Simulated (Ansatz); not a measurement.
This geometry of C$_{2}$H$_{5}$NSSe (10 atoms, charge 0, multiplicity 1) is a first-order saddle point.

All numbers below come from Ansatz 0.2.0, RKS B3LYP-D4/def2-mTZVP.

```xyz
10
Properties=species:S:1:pos:R:3
N -0.567 0.395 1.322
C 0.203 0.139 0.182
S 1.919 -0.250 0.580
C -0.449 -0.428 -0.992
Se -0.105 1.465 -1.512
H -0.087 0.958 2.015
H -1.450 0.837 1.087
H 2.005 -1.338 -0.218
H -1.495 -0.689 -0.876
H 0.108 -1.141 -1.586
```

(1) Which two structures does it join? (They come from a converged band through this point; their orientation in space is the band's.)

(2) How far does it lie above each of them?

## Answers

(1) No bond is made or broken. The dihedral C4–C2–S3–H8 goes from -98 to 60°.

Initial state:

```xyz
10
Properties=species:S:1:pos:R:3
N -0.449 -0.023 1.268
C 0.215 0.142 0.053
S 2.000 -0.137 0.152
C -0.491 -0.134 -1.195
Se -0.131 1.831 -1.170
H -0.028 0.507 2.023
H -1.443 0.175 1.213
H 1.900 -1.356 0.751
H -1.540 -0.396 -1.122
H 0.050 -0.660 -1.969
```

Final state:

```xyz
10
Properties=species:S:1:pos:R:3
N -0.616 0.088 1.365
C 0.153 -0.028 0.213
S 1.773 -0.739 0.629
C -0.497 -0.325 -1.057
Se 0.183 1.545 -1.246
H -0.183 0.648 2.090
H -1.565 0.400 1.192
H 2.428 -0.198 -0.421
H -1.580 -0.404 -1.051
H -0.013 -1.038 -1.711
```

(2) 19.2 kJ/mol above the first and 15.8 kJ/mol above the second. This is the barrier of this one path; another mechanism may lie lower.

Run time: 3.6 min on 2 threads of Arm Neoverse V2 (shared host), peak memory 0.33 GiB.
